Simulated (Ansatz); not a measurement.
Si(CCH)Cl3 (C2HCl3Si). Charge 0, multiplicity 1. Geometry r2SCAN-D4/def2-SVP.

```xyz
7

Si    0.6067   -0.5251    0.5608
C    -0.5158    0.4450   -0.4705
C    -1.2688    1.0993   -1.1729
H    -1.9361    1.6767   -1.7894
Cl   -0.3809   -2.1457    1.3285
Cl    1.3036    0.6263    2.1036
Cl    2.1912   -1.1764   -0.5603
```

B3LYP takes the VWN-RPA correlation.

(1) Estimate the orbital energies around the gap (eV) in Ansatz with HF/6-31G, PBE-D4/def2-TZVPD, BLYP-D4/def2-TZVPD, B3LYP-D4/6-31G, B3LYP-D4/def2-TZVP.

## Answers

(1) 
```json
{"orbital": "HOMO−5", "HF/6-31G": "-13.73", "PBE-D4/def2-TZVPD": "-8.64", "BLYP-D4/def2-TZVPD": "-8.48", "B3LYP-D4/6-31G": "-9.92", "B3LYP-D4/def2-TZVP": "-9.76"}
{"orbital": "HOMO−4", "HF/6-31G": "-13.35", "PBE-D4/def2-TZVPD": "-8.46", "BLYP-D4/def2-TZVPD": "-8.28", "B3LYP-D4/6-31G": "-9.70", "B3LYP-D4/def2-TZVP": "-9.52"}
{"orbital": "HOMO−3", "HF/6-31G": "-13.35", "PBE-D4/def2-TZVPD": "-8.46", "BLYP-D4/def2-TZVPD": "-8.28", "B3LYP-D4/6-31G": "-9.70", "B3LYP-D4/def2-TZVP": "-9.52"}
{"orbital": "HOMO−2", "HF/6-31G": "-13.09", "PBE-D4/def2-TZVPD": "-7.95", "BLYP-D4/def2-TZVPD": "-7.77", "B3LYP-D4/6-31G": "-9.28", "B3LYP-D4/def2-TZVP": "-9.02"}
{"orbital": "HOMO−1", "HF/6-31G": "-12.16", "PBE-D4/def2-TZVPD": "-7.68", "BLYP-D4/def2-TZVPD": "-7.49", "B3LYP-D4/6-31G": "-8.90", "B3LYP-D4/def2-TZVP": "-8.63"}
{"orbital": "HOMO", "HF/6-31G": "-12.15", "PBE-D4/def2-TZVPD": "-7.68", "BLYP-D4/def2-TZVPD": "-7.49", "B3LYP-D4/6-31G": "-8.90", "B3LYP-D4/def2-TZVP": "-8.63"}
{"orbital": "LUMO", "HF/6-31G": "2.38", "PBE-D4/def2-TZVPD": "-2.06", "BLYP-D4/def2-TZVPD": "-1.88", "B3LYP-D4/6-31G": "-1.29", "B3LYP-D4/def2-TZVP": "-1.24"}
{"orbital": "LUMO+1", "HF/6-31G": "2.38", "PBE-D4/def2-TZVPD": "-2.06", "BLYP-D4/def2-TZVPD": "-1.88", "B3LYP-D4/6-31G": "-1.29", "B3LYP-D4/def2-TZVP": "-1.23"}
{"orbital": "LUMO+2", "HF/6-31G": "2.78", "PBE-D4/def2-TZVPD": "-1.40", "BLYP-D4/def2-TZVPD": "-1.30", "B3LYP-D4/6-31G": "-1.20", "B3LYP-D4/def2-TZVP": "-0.41"}
{"orbital": "LUMO+3", "HF/6-31G": "5.62", "PBE-D4/def2-TZVPD": "-0.28", "BLYP-D4/def2-TZVPD": "-0.29", "B3LYP-D4/6-31G": "1.92", "B3LYP-D4/def2-TZVP": "1.31"}
{"orbital": "LUMO+4", "HF/6-31G": "6.52", "PBE-D4/def2-TZVPD": "0.18", "BLYP-D4/def2-TZVPD": "0.16", "B3LYP-D4/6-31G": "2.39", "B3LYP-D4/def2-TZVP": "1.68"}
{"orbital": "LUMO+5", "HF/6-31G": "6.61", "PBE-D4/def2-TZVPD": "0.45", "BLYP-D4/def2-TZVPD": "0.41", "B3LYP-D4/6-31G": "2.40", "B3LYP-D4/def2-TZVP": "1.94"}
```
